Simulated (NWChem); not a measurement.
TeClF; SMILES Cl[Te]F

Computed with NWChem. Structure relaxed at the PBE0/def2-SVP level. def2 effective core potentials on Te; no spin-orbit coupling. Level SCAN/def2-SVP: energy and gradient on several grids; changes count from the extra-fine grid, which is no exact limit either.

Problem. Which is the coarsest grid (fine; coarse; medium; xfine; xcoarse) from which on the energy stays within 100 μHa and each gradient component within 200 μHa/bohr of xfine?

Solution. fine.
| grid | size of the energy change (μHa) | largest change of a gradient component (μHa/bohr) |
|---|---|---|
| xcoarse | 7000 | 6000 |
| coarse | 2000 | 300 |
| medium | 3000 | 80 |
| fine | 20 | < 30 |
| xfine | < 10 | < 30 |
